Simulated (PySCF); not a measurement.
**Bonding in `CC1=C(S[SiH3])C(=S)CC1=O`**

C6H8OS2Si.
Atom-mapped SMILES: `[CH3:1][C:2]1=[C:3]([S:4][SiH3:5])[C:6](=[S:7])[CH2:8][C:9]1=[O:10]` (hydrogens: H11, H12, H13 on C1; H14, H15, H16 on Si5; H17, H18 on C8)

Structure used (GFN2-xTB), in Å, numbered top down from 1:
```
atom  x, y, z in Å
C1    -1.626    1.996   -0.265
C2    -1.179    0.590   -0.156
C3     0.114    0.149   -0.003
S4     1.457    1.236    0.083
Si5    3.311    0.103    0.360
C6     0.147   -1.289    0.062
S7     1.459   -2.244    0.233
C8    -1.252   -1.803   -0.058
C9    -2.098   -0.544   -0.196
O10   -3.301   -0.505   -0.314
H11   -1.155    2.474   -1.125
H12   -2.707    2.029   -0.370
H13   -1.321    2.558    0.618
H14    3.281   -0.535    1.663
H15    4.182    1.277    0.418
H16    3.594   -0.643   -0.852
H17   -1.545   -2.385    0.819
H18   -1.369   -2.457   -0.925
```

Bond orders from the PBE0/pcSseg-1 density (PySCF). Geometry: GFN2-xTB, one conformer, isolated molecule.

Problem. How far do the computed orders between heavy atoms stray from the drawn ones?

Solution. The largest departure is 0.568, at C2–C3 (drawn double, 1.432). Drawn single, order above 1.12: C3–S4 (1.202). Drawn single, order below 0.88: S4–Si5 (0.824). Drawn double or triple, more than 0.30 short of the drawn order: C2–C3 (1.432).

Problem. Set the Mayer orders of the bonds between heavy atoms beside their lengths.

Solution. 
```csv
bond,drawn as,length (Å),Mayer order
C1–C2,single,1.479,1.120
C2–C3,double,1.375,1.432
C3–S4,single,1.730,1.202
S4–Si5,single,2.190,0.824
C3–C6,single,1.439,0.990
C6–S7,double,1.632,1.760
C6–C8,single,1.496,0.997
C8–C9,single,1.523,0.995
C9–O10,double,1.210,1.961
C9–C2,single,1.460,1.034
```

By pair of heavy elements: C–C: lowest C3–C6 (0.990, 1.439 Å), highest C2–C3 (1.432, 1.375 Å); in 3 of the 15 pairs the longer bond (by over 0.003 Å) has the higher order (by 0.02 or more). C–S: lowest C3–S4 (1.202, 1.730 Å), highest C6–S7 (1.760, 1.632 Å).

Problem. And the bonds to hydrogen?

Solution. C–H: 0.91 to 0.93 (5 bonds); H–Si: 0.90 to 0.93 (3 bonds).

Problem. Sum the orders of all bonds at each heavy atom with more than one neighbour and set the sums beside the valence in the SMILES.

Solution. C1 3.914 (drawn 4), C2 3.586 (drawn 4), C3 3.624 (drawn 4), S4 2.026 (drawn 2), Si5 3.578 (drawn 4), C6 3.747 (drawn 4), C8 3.807 (drawn 4), C9 3.990 (drawn 4). Orders between atoms that aren't bonded are not in these sums.

The Mayer order sums products of elements of PS (density times overlap matrix) between the two atoms' basis functions, so it depends on the basis set.
